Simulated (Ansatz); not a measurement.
Relaxation of CH$_{4}$O$_{2}$Zn (8 atoms, charge 0, multiplicity 1), to a largest force component of 0.03 eV/Å in at most 50 steps.

Method: RKS r2SCAN/def2-SVP (Ansatz).

```xyz
8
Properties=species:S:1:pos:R:3
Zn 0.645 -0.782 0.757
O 0.166 -0.424 -0.978
C -0.721 0.647 -1.170
H -1.458 0.747 -0.373
O 0.983 -1.274 2.415
H -1.281 0.494 -2.113
H -0.204 1.627 -1.262
H 1.869 -1.035 2.724
```

Problem. Where does it end, and by what steps?

Solution. The run converged. After 6 steps the energy has fallen by 0.083 eV; H4 moved furthest, 0.33 Å.

```tsv
step	energy less start (eV)	largest force component (eV/Å)	accepted
0	0.0000	1.265	yes
1	-0.0487	0.771	yes
2	-0.0721	0.262	yes
3	-0.0773	0.157	yes
4	-0.0816	0.040	yes
5	-0.0821	0.155	yes
6	-0.0833	0.012	yes
```

```xyz
8
Properties=species:S:1:pos:R:3
Zn 0.577 -0.789 0.833
O -0.038 -0.483 -0.790
C -0.754 0.653 -1.178
H -1.686 0.815 -0.595
O 1.115 -1.312 2.425
H -1.058 0.543 -2.236
H -0.164 1.593 -1.113
H 2.006 -1.019 2.655
```

Whether the end is a true minimum wasn't checked by a vibrational analysis.

Time of the run: 11 s on 2 threads of Intel(R) Xeon(R) 6975P-C (Granite Rapids), on a shared host, peak memory 0.17 GiB.
